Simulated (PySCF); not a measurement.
Ga(F)2(SH) (F2GaHS), SMILES [F][Ga]([F])[SH].

The structure is a stationary point at r2SCAN-D4/def2-SVP. One conformer was computed; it need not be the lowest.

Level of theory: HF/def2-TZVPD run with PySCF.

Symmetry labels are those of the subgroup Cs that the program uses (full group Cs).

Computed valence orbital energies around the gap with their symmetry:
| orbital | symmetry | energy (eV) |
|---|---|---|
| HOMO−7 | A' | -17.62 |
| HOMO−6 | A' | -17.30 |
| HOMO−5 | A" | -17.22 |
| HOMO−4 | A" | -16.82 |
| HOMO−3 | A' | -16.67 |
| HOMO−2 | A' | -15.57 |
| HOMO−1 | A' | -13.16 |
| HOMO | A" | -11.45 |
| LUMO | A' | 0.65 |
| LUMO+1 | A" | 1.60 |
| LUMO+2 | A' | 1.65 |
| LUMO+3 | A' | 1.74 |
